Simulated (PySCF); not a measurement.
Calculated NMR data

Computed data (PySCF): structure optimised with GFN2-xTB, J: B3LYP/pcJ-1, shielding tensors at PBE0/pcSseg-1 (GIAO). Fast rotation and ring inversion assumed for equivalent nuclei, a single conformation, relativity neglected, in vacuum.

Scale: 1H (σref 31.72), 13C (σref 186.93) vs TMS (reference shieldings calculated alike). Multiplet labels drop J under 1 Hz and among equivalent protons, and merge close values. Unscaled 3J(H,H) run several per cent high. Where no couplings were computed, multiplicities follow the n + 1 count of equivalent neighbours, and m marks all less simple cases (inequivalent or close neighbours, rings, F or P nearby). Acid and N–H amide carbonyl carbons lie up to 10 ppm further downfield in solution (hydrogen bonding). Shifts are as computed. Against solution values, carbons near 30 ppm lie about +3 ppm off and those near 130 ppm about +5 ppm. Of 1211 compounds with measured shifts, 218 miss one by over three times the rms of a fit or turn the order of signals round; such compounds aren't used in these exercises. OH and NH positions are gas-phase values without hydrogen bonding to other molecules.

Compound 1 (C6H12O2Si). 1H NMR (400 MHz, computed): δ 5.79 (br s, 1H), 4.83 (m, 1H), 4.50 (m, 1H), 3.04 (m, 1H), 2.37 (m, 1H), 1.54 (m, 1H), 1.50 (s, 3H), 1.27 (d, 3H). 13C{1H} NMR (computed): δ 182.4, 41.7, 34.7, 23.9, 22.3, 19.1. Structure: `InChI=1S/C6H12O2Si/c1-4-3-6(2,9-4)5(7)8/h4H,3,9H2,1-2H3,(H,7,8)/t4-,6+/m1/s1`.

Compound 2 (CHNO). 1H NMR (400 MHz, computed): δ 3.71 (br s, 1H). 13C{1H} NMR (computed): δ 115.4. Structure: Cyanic Acid (SMILES N#CO).
